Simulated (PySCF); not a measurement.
H2, SMILES [H][H]. The structure is a stationary point at B3LYP-D3(BJ)/def2-TZVPD.

TDA-CAM-B3LYP/def2-TZVPD run with PySCF 2.14.0 puts the lowest singlet excitations at 12.41, 13.60, 13.60, 15.39, 16.93, 16.93 eV and the lowest triplet (TDA) at 10.20 eV.

### Question
What are the lowest singlet roots from EOM-CCSD/aug-cc-pVDZ (PySCF 2.14.0)? (Estimate from the structure and the level; the computed values follow.)

### Answer
12.63, 13.08, 15.69, 15.69, 16.19, 20.04 eV; triplets 10.47, 12.41, 14.06 eV. S1 differs by 0.22 eV (second minus first; roots are paired by order, and the bases may differ).
